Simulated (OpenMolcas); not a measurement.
Nd3+ among 6 point charges of -2 e arranged as an octahedron (Oh).

- Program: OpenMolcas
- Method: CASSCF
- Basis: ANO-RCC-VTZP [8s7p5d3f2g1h]
- Scalar Hamiltonian: DKH2, point nucleus
- Active space: 3 electrons in 7 orbitals (4f)
- State averaging: 2S+1 = 4 odd, 35 roots; 2S+1 = 2 odd, 89 roots kept (CI in the orbitals of an earlier block)
- Spin-orbit coupling: state interaction with AMFI integrals over the reference wave functions

All point charges move together. At R = 2.64 Å the width of the lowest J multiplet is 174 cm-1, and at R = 2.94 Å it is 105 cm-1.

Q: A third run gives 77 cm-1. What distance was it run at?

A: With a power law R^-n the two known points give n = -ln(105 / 174) / ln(2.94 / 2.64) = 4.69. Then R = 2.64 × (174 / 77)^(1/4.69) = 3.141 Å. The run was at 3.15 Å, so the estimate is off by -0.009 Å.

High states are left out of the spin-orbit mixing, which shifts the levels that they would mix with. This is an electrostatic model: the charges have no orbitals. No measured value stands beside these numbers.
